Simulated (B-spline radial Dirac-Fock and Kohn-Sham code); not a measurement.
## What relativity does to the binding energies of Er⁵⁰⁺

System: the Er⁵⁰⁺ ion, configuration [Ne] 3s2 3p6.

Both columns are ΔSCF binding energies of the configuration average from a radial B-spline solver: non-relativistic Hartree-Fock with a point nucleus, and Dirac-Fock with a finite nucleus and the Coulomb interaction alone, averaged over the two j levels with weights 2j+1.

| shell | Hartree-Fock (eV) | Dirac-Fock (eV) | shift (eV) | shift (%) |
| --- | --- | --- | --- | --- |
| 1s | 57245.0 | 61185.6 | +3940.60 | +6.88 |
| 2s | 12039.1 | 13115.1 | +1075.93 | +8.94 |
| 2p | 11651.8 | 12027.5 | +375.71 | +3.22 |
| 3s | 4750.3 | 5068.8 | +318.43 | +6.70 |
| 3p | 4586.2 | 4722.2 | +135.99 | +2.97 |

Relativity binds 1s, 2s, 2p, 3s, 3p more strongly, among those listed most of all 2s in relative terms.

Values without a named source are computed, but for edge energies of neutral atoms, which are taken from tables.
